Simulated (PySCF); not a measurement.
CH9AlSi2, SMILES [CH3][Al]([SiH3])[SiH3].

Coordinates come from a ωB97X-D3(BJ)/def2-SVP optimisation. The structure was generated by enumeration; whether it is a known compound was not checked.

Two levels are set side by side: TDA-PBE/def2-SVPD (PySCF) and TDA-ωB97X/def2-SVPD (PySCF). Vertical, same geometry. The lowest singlet is HOMO→LUMO 99 % with PBE and HOMO→LUMO 98 % with the other functional; states are paired by order. Differences are taken from unrounded values.

```tsv
quantity	TDA-ωB97X	TDA-PBE	TDA-PBE minus TDA-ωB97X
lowest singlet excitation (eV)	4.01	3.51	-0.50
lowest triplet excitation (TDA) (eV)	3.44	2.97	-0.47
first bright state (f over 0.05) (eV)	6.66	5.78	-0.88
its oscillator strength	0.41	0.22	-0.19
```

A lower first singlet is the usual sign of a functional without exact exchange. Differences between two approximate levels are no errors against the true value.

Rough cost on one machine, each run with all the roots and properties that it gave: TDA-ωB97X against TDA-PBE about 4 times.
